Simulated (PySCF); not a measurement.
C4H10S, triplet, at the geometry of the source list (a higher spin typed on purpose: for a closed-shell molecule this is an excited state); PySCF with M062X/6-31G.

Here is a job for PySCF.
```python
from pyscf import gto, scf, dft

mol = gto.M(
    atom='''
C     2.56440000   -0.11540000    0.11420000
C     1.11170000    0.17840000   -0.20530000
S     0.05090000   -0.28100000    1.21340000
C    -1.54800000    0.38980000    0.64800000
C    -2.16230000   -0.41070000   -0.48500000
H     2.88150000    0.44890000    0.98760000
H     3.19280000    0.15800000   -0.73070000
H     2.69680000   -1.17380000    0.32360000
H     0.95740000    1.24240000   -0.39360000
H     0.78340000   -0.39760000   -1.07100000
H    -1.38760000    1.43110000    0.36450000
H    -2.18300000    0.35660000    1.53280000
H    -2.26390000   -1.45350000   -0.19480000
H    -1.54650000   -0.35710000   -1.37980000
H    -3.14760000   -0.01590000   -0.72410000
''',
    basis='6-31g',
    spin=2,
    verbose=3,
)

mf = dft.UKS(mol)
mf.xc = 'm062x'
mf.kernel()
mf.analyze()
```

Output, abridged:

```
converged SCF energy = -556.228353906478  <S^2> = 2.0029365  2S+1 = 3.0019571
**** MO energy ****
                             alpha | beta                alpha | beta
MO #1   energy= -89.9624356252226  | -89.9514954128553  occ= 1 | 1
MO #2   energy= -10.5527254727358  | -10.5489191778645  occ= 1 | 1
MO #3   energy= -10.5473084126075  | -10.5446135230082  occ= 1 | 1
MO #4   energy= -10.5450991439117  | -10.5433133933268  occ= 1 | 1
MO #5   energy= -10.5270451228078  | -10.5267333271552  occ= 1 | 1
MO #6   energy= -8.31924898231465  | -8.31575971781313  occ= 1 | 1
MO #7   energy= -6.24589312225722  | -6.22952009445863  occ= 1 | 1
MO #8   energy= -6.23616657709592  | -6.22514523084443  occ= 1 | 1
MO #9   energy= -6.23188108409529  | -6.22229510641362  occ= 1 | 1
MO #10  energy= -0.948731621629348 | -0.91744764138746  occ= 1 | 1
MO #11  energy= -0.86752286033835  | -0.858920427530497 occ= 1 | 1
MO #12  energy= -0.80190084324818  | -0.781786522671578 occ= 1 | 1
MO #13  energy= -0.713411185945074 | -0.703968728337079 occ= 1 | 1
MO #14  energy= -0.669268238548696 | -0.646225473460457 occ= 1 | 1
MO #15  energy= -0.546808199461442 | -0.533876731251228 occ= 1 | 1
MO #16  energy= -0.534198210322726 | -0.524285685409466 occ= 1 | 1
MO #17  energy= -0.526164461106327 | -0.511835053309857 occ= 1 | 1
MO #18  energy= -0.489543165123232 | -0.476658073042475 occ= 1 | 1
MO #19  energy= -0.457257390679784 | -0.447493225159554 occ= 1 | 1
MO #20  energy= -0.444728585457134 | -0.438471376865493 occ= 1 | 1
MO #21  energy= -0.43302141341521  | -0.427898461164648 occ= 1 | 1
MO #22  energy= -0.417859226301393 | -0.410426356835473 occ= 1 | 1
MO #23  energy= -0.400966128501574 | -0.380639967855052 occ= 1 | 1
MO #24  energy= -0.384255121012891 | -0.350932202042321 occ= 1 | 1
MO #25  energy= -0.347587041614535 | -0.123361431775074 occ= 1 | 0
MO #26  energy= -0.0603630253563194 | 0.0924248024501537 occ= 1 | 0
MO #27  energy= 0.100762482363901  | 0.116586680214242  occ= 0 | 0
MO #28  energy= 0.125256744457683  | 0.13095379369392   occ= 0 | 0
MO #29  energy= 0.160889218239842  | 0.159167441195073  occ= 0 | 0
MO #30  energy= 0.170646789463395  | 0.172612368478711  occ= 0 | 0
MO #31  energy= 0.182348140123198  | 0.18257627152304   occ= 0 | 0
MO #32  energy= 0.206497410907786  | 0.205796568281748  occ= 0 | 0
MO #33  energy= 0.209178678032417  | 0.208144828980121  occ= 0 | 0
MO #34  energy= 0.22441165212886   | 0.222905440615347  occ= 0 | 0

To work with the spin densities directly, `use mulliken_meta_spin()` only printing them here.

 ** Mulliken spin pop alpha/beta on meta-lowdin orthogonal AOs **
 ** Mulliken Spin Density (per atom)  **
spin density of  0 C =      0.01299
spin density of  1 C =      0.25844
spin density of  2 S =      1.40441
spin density of  3 C =      0.19435
spin density of  4 C =      0.03424
spin density of  5 H =      0.00710
spin density of  6 H =     -0.00157
spin density of  7 H =      0.00921
spin density of  8 H =      0.02322
spin density of  9 H =      0.02492
spin density of  10 H =      0.02493
spin density of  11 H =     -0.00389
spin density of  12 H =      0.00622
spin density of  13 H =     -0.00108
spin density of  14 H =      0.00651
 ** Mulliken pop alpha/beta on meta-lowdin orthogonal AOs **
 ** Mulliken atomic charges   ( Nelec_alpha | Nelec_beta ) **
charge of  0C =     -0.32124  (     3.16711      3.15412 )
charge of  1C =     -0.37844  (     3.31844      3.06000 )
charge of  2S =      0.27260  (     8.56590      7.16149 )
charge of  3C =     -0.34961  (     3.27198      3.07763 )
charge of  4C =     -0.32255  (     3.17839      3.14415 )
charge of  5H =      0.10421  (     0.45144      0.44434 )
charge of  6H =      0.11369  (     0.44237      0.44394 )
charge of  7H =      0.10473  (     0.45224      0.44303 )
charge of  8H =      0.10413  (     0.45954      0.43633 )
charge of  9H =      0.11251  (     0.45620      0.43128 )
charge of  10H =      0.10158  (     0.46168      0.43674 )
charge of  11H =      0.12263  (     0.43674      0.44063 )
charge of  12H =      0.10632  (     0.44995      0.44373 )
charge of  13H =      0.10760  (     0.44566      0.44674 )
charge of  14H =      0.12181  (     0.44235      0.43584 )
Dipole moment(X, Y, Z, Debye): -0.77652,  0.81774, -1.56670
```
